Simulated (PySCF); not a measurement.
CH3S, SMILES [CH2]S, multiplicity 2. Atoms are numbered in the order given.

```xyz
5

C     -0.0223    -1.1271     0.0000
S      0.0890     0.5765     0.0000
H      0.9066    -1.6763     0.0000
H     -0.9718    -1.6374     0.0000
H     -1.2244     0.8516     0.0000
```
Charge 0, spin multiplicity 2.

Geometry: PBE0-D3(BJ)/def2-TZVP. The isomer is the one that the SMILES or the coordinates give; other isomers of the formula were not compared.

These are PBE0/def2-TZVPD run with PySCF values and carry that method's errors.

Mulliken values depend strongly on the basis, most of all with diffuse functions as here. ESP charges are fitted to the potential on shells at 1.4 to 2.0 van der Waals radii. Atomic charges (e):

```
atom  ESP fit  Mulliken  meta-Löwdin  Mulliken spin
----  -------  --------  -----------  -------------
C1      -0.60     -0.39          ___           0.85
S2      -0.11     -0.20          ___           0.20
H3       0.29      0.19          ___          -0.02
H4       0.23      0.22          ___          -0.03
H5       0.20      0.17          ___           0.00
```

Q: What belongs in the gaps? (The exact figures need the calculation; the answer reports its results.)

A: 
- C1, meta-Löwdin: -0.46
- S2, meta-Löwdin: 0.08
- H3, meta-Löwdin: 0.14
- H4, meta-Löwdin: 0.14
- H5, meta-Löwdin: 0.10
